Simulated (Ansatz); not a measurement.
Pulling on the Si2–Cl1 bond in Cl2H2Si (SMILES Cl[SiH2]Cl) (multiplicity 1 held, fragments rigid). Energies count from the point at 2.052 Å.
Geometry at that point (charge 0, multiplicity 1):
```xyz
5

Cl    -1.6761     0.4337    -0.0037
Si    -0.0115    -0.7660     0.0237
Cl     1.6883     0.3828    -0.0216
H     -0.0165    -1.5412     1.2727
H     -0.0307    -1.6168    -1.1749
```

R- and RO- levels are restricted; in cc, def2 and unpolarised 6-31G sets they are followed outwards from rest. Unrestricted levels (U-) break spin symmetry where that is lower. Active spaces are followed from a long bond inwards. Levels need not reach the same state.

Frozen-core correlation.

Programs: Ansatz (Gaussian orbitals). 

Energies in kcal/mol.

```tsv
R (Å)	R-HF/cc-pV(D+d)Z	U-MP2/cc-pV(D+d)Z	U-SCS-MP2/cc-pV(D+d)Z	U-CCSD/cc-pV(D+d)Z	FIC-MRCISD+Q on CASSCF(6,4)/cc-pV(D+d)Z
1.642	76.0	74.9	75.8	76.0	76.1
1.847	13.5	13.1	13.6	13.7	13.8
2.052	0.0	0.0	0.0	0.0	0.0
2.257	7.1	7.2	6.8	6.7	6.4
2.462	22.1	21.9	21.2	21.1	20.5
2.770	47.9	46.9	45.8	45.3	44.0
3.078	71.8	78.4	77.3	67.8	64.6
3.591	103.9	99.6	97.8	91.7	87.8
4.104	127.3	104.5	102.4	98.4	97.6
4.720	146.7	105.8	103.6	99.9	100.6
5.541	162.1	106.1	103.9	100.2	101.2
6.567	172.2	106.2	103.9	100.2	101.2
```

Doubts at one or more of the structures used: a restricted determinant that unrestricted orbitals would lower (R-HF/cc-pV(D+d)Z); a spin-contaminated determinant (U-MP2/cc-pV(D+d)Z, U-SCS-MP2/cc-pV(D+d)Z, U-CCSD/cc-pV(D+d)Z); T1 above 0.05 (U-CCSD/cc-pV(D+d)Z); active orbitals that take no part (FIC-MRCISD+Q on CASSCF(6,4)/cc-pV(D+d)Z).

Ansatz is a first-principles code.
